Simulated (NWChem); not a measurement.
# C₂H₇BFN; SMILES CCB(N)F

```xyz
12

B      0.0029     0.5783    -0.0970
F     -1.3373     0.7664    -0.0731
C      0.5648    -0.8521    -0.4653
C     -0.0900    -1.9903     0.3429
H      1.6569    -0.8910    -0.3517
H      0.3708    -1.0260    -1.5354
H     -1.1795    -1.9727     0.2305
H      0.1299    -1.8981     1.4136
H      0.2653    -2.9751     0.0176
N      0.8116     1.6843     0.2078
H      0.4284     2.5939     0.4265
H      1.8195     1.6438     0.2215
```
Atoms are numbered in this order, from 1.

Program: NWChem. Medium grid unless said otherwise, to which SCAN and Minnesota functionals are sensitive. The geometry was optimised at B3LYP/6-31G* (spherical d). Hybrids' shares of exact exchange are those that their runs print; pure functionals count as 0. The functionals differ in more than this share.

```csv
row,share of exact exchange,highest occupied level (eV)
PBE/def2-TZVP,0.00,-6.81
B3LYP/def2-TZVP,0.20,-8.02
PBE0/def2-TZVP,0.25,-8.26
M06-2X/def2-TZVP,0.54,withheld
Hartree-Fock/def2-TZVP,1.00,-11.79
```

### Question
Fit a straight line of the last column on the one before it, predict the withheld value, and compare with the run.

### Answer

1. Means of the 4 shown rows: x = 0.362, y = -8.720. Slope Σ(x − x̄)(y − ȳ)/Σ(x − x̄)² = -2.815/0.5769 = -4.880; intercept -6.951.
2. The shown rows scatter about the line by 0.098 (root mean square); the largest residual is +0.14, at PBE/def2-TZVP.
3. At x = 0.54 (M06-2X/def2-TZVP; inside the shown range) the line gives -9.59.
4. The run gives -9.74, -0.15 from the line, 1.5 times the scatter.
